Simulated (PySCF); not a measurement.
## What binds SeF: the parts of the energy along the bond

State: ²Π, doublet, unpaired electrons π ↑. ROHF-based CCSD(T) in PySCF 2.14 with Se cc-pVTZ-PP with ECP10, F cc-pVTZ and Se cc-pVQZ-PP with ECP10, F cc-pVQZ (frozen core orbitals: 10; scalar-relativistic core potentials). Correlation energies are extrapolated as n⁻³ (n = 3, 4), Hartree–Fock as (n+1)·exp(−9√n). CV is the change on freezing 4 orbitals instead, in Se cc-pwCVTZ-PP with ECP10, F cc-pwCVTZ. All energies in eV from Se + F.

```tsv
R (Å)	HF/CBS	CCSD corr.	(T)	CV	total
1.6073	-1.287	-1.683	-0.1717	-0.0069	-3.149
1.6771	-1.465	-1.741	-0.1900	0.0061	-3.390
1.7470	-1.456	-1.795	-0.2088	0.0155	-3.444
1.8169	-1.317	-1.845	-0.2279	0.0223	-3.368
1.9043	-1.025	-1.906	-0.2526	0.0283	-3.156
1.9916	-0.653	-1.964	-0.2785	0.0321	-2.864
```

A fit to the total gives Re = 1.7369 Å, De = 3.445 eV, ωe = 699.3 cm⁻¹, Be = 0.3640 cm⁻¹ (masses 79.9165 and 18.9984 u).

**Question.** At R = 1.7470 Å the CCSD correlation energy is -0.398624 hartree in the smaller basis and -0.432081 in the larger. Extrapolate it.

**Answer.** (4³·E4 − 3³·E3)/(4³ − 3³) = -0.45650 hartree; the larger basis holds 94.7 % of it.

The T1 diagnostic is 0.022. The state was picked by a PBE0 search and need not be the measured ground state. Spin–orbit coupling, excitations beyond (T) and corrections to the Born–Oppenheimer picture are left out.
